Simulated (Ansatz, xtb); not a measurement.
## Relative energy of two structures of BFH3NSi+

We compare X, a doublet given by its coordinates, with Y, a doublet given by its coordinates. Both are isolated ions in the gas phase, relaxed with r2SCAN-D4/def2-SVP.

X (Å):

```json
{"atom": "B", "x (Å)": "-0.0541", "y (Å)": "0.3291", "z (Å)": "-0.1665"}
{"atom": "F", "x (Å)": "-1.4393", "y (Å)": "0.8349", "z (Å)": "-0.3586"}
{"atom": "N", "x (Å)": "0.6418", "y (Å)": "1.1670", "z (Å)": "-1.0304"}
{"atom": "Si", "x (Å)": "-0.7409", "y (Å)": "2.0750", "z (Å)": "-1.5969"}
{"atom": "H", "x (Å)": "0.1246", "y (Å)": "-0.5604", "z (Å)": "0.5974"}
{"atom": "H", "x (Å)": "1.6357", "y (Å)": "1.1548", "z (Å)": "-1.2545"}
{"atom": "H", "x (Å)": "-1.0201", "y (Å)": "3.3902", "z (Å)": "-0.9428"}
```

Close contacts (Å): B1–F2 1.49, B1–N3 1.39, F2–Si4 1.89, N3–Si4 1.75, B1–H5 1.19, N3–H6 1.02, Si4–H7 1.50.

Y (Å):

```xyz
7

B    -0.7082    0.1301   -0.2751
F    -0.9905   -1.0730    0.0085
N    -0.8181    1.4669   -0.3677
Si    0.7494    1.5801   -1.2030
H    -1.5424    2.1288   -0.0622
H     1.8844    2.0362   -0.3773
H     0.6845    1.7787   -2.6640
```

Close contacts (Å): B1–F2 1.27, B1–N3 1.34, B1–Si4 2.26, N3–Si4 1.78, N3–H5 1.03, Si4–H6 1.48, Si4–H7 1.48.

Problem. Estimate E(Y) − E(X) at the level CCSD(T)/def2-SVP + ΔMP2/def2-TZVPP.

Solution. Calculated at CCSD(T)/def2-SVP + ΔMP2/def2-TZVPP: E(Y) − E(X) = +12.3 kcal/mol, so structure X lies lower.

How the difference moves with the method:

```tsv
level	geometry	E(Y) − E(X) (kcal/mol)	departure from the last row (kcal/mol)	job, with rough time for the two
r2SCAN-D4/def2-SVP	r2SCAN-D4/def2-SVP	+7.9	−4.4	optimisation, 2 min
HF/def2-SVP	r2SCAN-D4/def2-SVP	+15.9	+3.5	part of the CCSD(T) run
MP2/def2-SVP	r2SCAN-D4/def2-SVP	+11.6	−0.7	part of the CCSD(T) run
CCSD(T)/def2-SVP	r2SCAN-D4/def2-SVP	+11.4	−0.9	single point
CCSD(T)/def2-SVP + ΔMP2/def2-TZVPP	r2SCAN-D4/def2-SVP	+12.3		single point, 22 s
```

None of the levels shown reverses the order. The largest departure from CCSD(T)/def2-SVP + ΔMP2/def2-TZVPP is that of r2SCAN-D4/def2-SVP, 4.4 kcal/mol. Levels run at GFN2-xTB geometries aren't shown. The last row adds to CCSD(T) the change of the MP2 difference between the two basis sets, here +0.9 kcal/mol.

With harmonic frequencies from r2SCAN-D4/def2-SVP (ideal gas, rigid rotor, one conformer each, 298.15 K, 1 atm): the zero-point term adds −1.6 kcal/mol; ΔH is +11.2 and ΔG +10.0 kcal/mol.

Open shells are spin-unrestricted. The correlated steps freeze 8 core orbitals. Mirror images aren't counted in ΔG. Programs: Ansatz 0.2.0; the last row on 1 thread of Intel(R) Xeon(R) 6975P-C (Granite Rapids) on a shared host.
